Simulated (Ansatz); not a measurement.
Input for Ansatz (a quantum-chemistry and plane-wave program): R-MP2/aug-cc-pV(T+d)Z on AlClH2 (SMILES [AlH2][Cl]), atoms moved off the minimum. Files ending in .json are basis or fitting sets from the Basis Set Exchange.

Ansatz 0.2 input:
```yaml
crystal:
  periodic: [false, false, false]
  atoms:
    - {symbol: Al, position_ang: [-0.06230221, -0.33724344, -0.95702605]}
    - {symbol: H, position_ang: [-1.36254496, -0.47922174, -1.77479692]}
    - {symbol: H, position_ang: [1.48559091, -0.69942323, -1.65337654]}
    - {symbol: Cl, position_ang: [-0.02441172, 0.37608509, 0.94521052]}
basis:
  gaussian:
    orbitals: aug-cc-pV_T+d_Z.json
magnetization: {spin_polarized: false}
correlation: {method: mp2, electrons: outside_noble_gas}
scf: {lower_state_search: off}
output: {forces: true}
```

Program output:

```
WARN ansatz: RAYON_NUM_THREADS=1 ignored (pool sized by the plan → 1); use --threads N
Functional definition: HF
these checks for a lower state are left out or cut short: starts, cluster_reference, orbital_swaps, neighbouring_geometries, increment
integrals: 0.17 GiB planned
889 factors; integrals over basis functions are off by at most 9.5e-4 eV
mean field: 0.33 GiB planned
mean field evaluation 1: about -19119.8803 eV, gradient 1.3e1 eV
mean field evaluation 2: about -19119.8814 eV, gradient 1.3e1 eV
mean field evaluation 4: about -19120.5604 eV, gradient 1.3e0 eV
mean field evaluation 8: about -19120.5690 eV, gradient 1.1e-3 eV
mean field -19120.56900876 eV, -702.6679506846 hartree, gradient 2.2e-6 eV, S^2 0.000000; 0 other end points of the search recorded, 0 dependent functions left out
10 core orbitals not correlated
reference -19120.56900876 eV, -702.6679506846 hartree; 6, 6 occupied and 140, 140 virtual orbitals, 889 factors
densities: 0.35 GiB planned
second order -7.53201906 eV of doubles, -0.00000000 eV of singles
the calculation of the forces begins
Total energy: -19128.10102782 eV, -702.9447472797 hartree
Atom 0 at    -0.062302    -0.337243    -0.957026 Å, force     1.996850    -0.710163    -1.855921 eV/Å
Atom 1 at    -1.362545    -0.479222    -1.774797 Å, force    -0.349761    -0.035062    -0.059685 eV/Å
Atom 2 at     1.485591    -0.699423    -1.653377 Å, force    -1.554148     0.312858     0.689584 eV/Å
Atom 3 at    -0.024412     0.376085     0.945211 Å, force    -0.092941     0.432367     1.226022 eV/Å
Dipole moment:    -0.108407    -0.066456    -0.127861 e Å
Checks for a lower state left out: starts, cluster_reference, orbital_swaps, neighbouring_geometries, increment
```

The run converged.

Cost: about 4 core-seconds (a rough figure).
